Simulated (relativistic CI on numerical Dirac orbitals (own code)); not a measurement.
# Tc⁴⁺: M2,3 absorption edge

Computed with this model: Dirac-Coulomb-Breit CI, orbitals from a KLI potential per configuration, a model potential for QED, valence Slater integrals scaled by 0.7, multiplet model of core-to-valence dipole absorption; configurations [Kr] 4d3 → [Ne] 3s2 3p5 3d10 4s2 4p6 4d4; 300 K; Lorentzian 2 eV and Gaussian 0.4 eV FWHM. Energies are those of the free ion, without screening or charge transfer. The branching ratio is the share of the lower-energy edge in the whole absorption, uncertain by about 0.02 where the edges overlap. S is read from ⟨S²⟩ = S(S + 1).

Field parameters in Wybourne normalisation: Td as Oh with Dq negative (B⁴₀ = 21Dq, B⁴₄ = √(5/14) B⁴₀). The field is a parameter set, without covalency.

free ion: ground-state S = 1.49, centroid 438.62 eV, branching ratio 0.829. Peaks (eV, height): 435.2 (100), 455.8 (18).

Td, 10Dq = -7250 cm⁻¹: ground-state S = 1.47, centroid 439.36 eV, branching ratio 0.795. Peaks (eV, height): 435.2 (100), 454.8 (21).

Td, 10Dq = -15400 cm⁻¹: ground-state S = 0.75, centroid 439.81 eV, branching ratio 0.775. Peaks (eV, height): 435.2 (100), 455.0 (26).

Td, 10Dq = -19400 cm⁻¹: ground-state S = 0.56, centroid 440.48 eV, branching ratio 0.749. Peaks (eV, height): 435.5 (100), 455.2 (32).

The statistical ratio of this edge is 2/3 = 0.667. Values above it arise where the holes sit mainly in the j = l + 1/2 valence subshell or the ground state has high spin; values below it where core-valence Coulomb terms move weight to the upper edge, as in nearly empty shells.

Strongest unbroadened transitions for Td, 10Dq = -15400 cm⁻¹:

| Energy (eV) | Relative strength |
| --- | --- |
| 433.63 | 74.9 |
| 434.76 | 32.7 |
| 434.80 | 58.4 |
| 434.84 | 97.2 |
| 435.03 | 56.2 |
| 435.05 | 41.7 |
| 435.19 | 31.5 |
| 435.21 | 93.4 |
| 435.28 | 71.2 |
| 435.37 | 46.4 |
| 435.39 | 36.8 |
| 435.43 | 33.4 |
| 435.53 | 43.1 |
| 435.64 | 100.0 |
| 435.78 | 31.0 |
| 436.20 | 69.3 |
| 453.83 | 79.6 |
| 454.78 | 52.3 |
